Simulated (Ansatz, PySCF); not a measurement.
C2H10N2Si2, SMILES CN[Si@@H]1NC[SiH2]1. Atoms are numbered in the order given.

```xyz
16

C      3.1254    -0.1914    -0.2779
N      1.7322    -0.5844    -0.3481
Si     0.3761     0.2141     0.3627
N     -0.8594    -0.8762     0.9331
C     -2.1848    -0.4961     0.4153
Si    -1.5794     0.9248    -0.7509
H      3.2586     0.5586     0.5173
H      3.5032     0.2590    -1.2162
H      3.7832    -1.0456    -0.0326
H      1.5434    -1.3154    -1.0282
H      1.0200     1.1534     1.3365
H     -0.8017    -1.6284     1.6151
H     -2.6934    -1.3229    -0.1153
H     -2.8771    -0.1298     1.1972
H     -2.2129     2.2530    -0.4877
H     -1.7537     0.6085    -2.2020
```
Charge 0, spin multiplicity 1.

Geometry optimised at B3LYP-D3(BJ)/def2-SVP. The structure was generated by enumeration; whether it is a known compound was not checked. Other conformers were not sampled.

Two levels are set side by side: PBE-D3(BJ)/def2-SVP (Ansatz, a first-principles code) and B3LYP-D3(BJ)/def2-SVP (Ansatz). Each level has its own optimised geometry; the coordinates shown are those of the second. Frequencies come from the Hessian of PySCF at each geometry. Differences are taken from unrounded values.

```tsv
quantity	B3LYP-D3(BJ)	PBE-D3(BJ)	PBE-D3(BJ) minus B3LYP-D3(BJ)
mean bond length (Å)	1.421	1.429	0.008
bond C1–N2 (Å)	1.449	1.450	0.001
bond N2–Si3 (Å)	1.727	1.737	0.010
bond Si3–N4 (Å)	1.744	1.754	0.010
bond Si3–Si6 (Å)	2.360	2.367	0.007
bond N4–C5 (Å)	1.473	1.472	0.000
bond C5–Si6 (Å)	1.935	1.941	0.005
bond C1–H7 (Å)	1.101	1.109	0.008
bond C1–H8 (Å)	1.107	1.115	0.008
bond C1–H9 (Å)	1.106	1.114	0.008
bond N2–H10 (Å)	1.016	1.023	0.007
bond Si3–H11 (Å)	1.498	1.514	0.016
bond N4–H12 (Å)	1.017	1.025	0.008
bond C5–H13 (Å)	1.106	1.115	0.009
bond C5–H14 (Å)	1.107	1.115	0.009
bond Si6–H15 (Å)	1.495	1.508	0.014
bond Si6–H16 (Å)	1.495	1.509	0.013
highest harmonic wavenumber (cm⁻¹)	3582	3506	-76
mean harmonic wavenumber (cm⁻¹)	1296	1260	-36
zero-point energy (kcal/mol)	77.83	75.67	-2.16
```

GGA bonds tend to be longer and softer than those of functionals with exact exchange. Differences between two approximate levels are no errors against the true value.
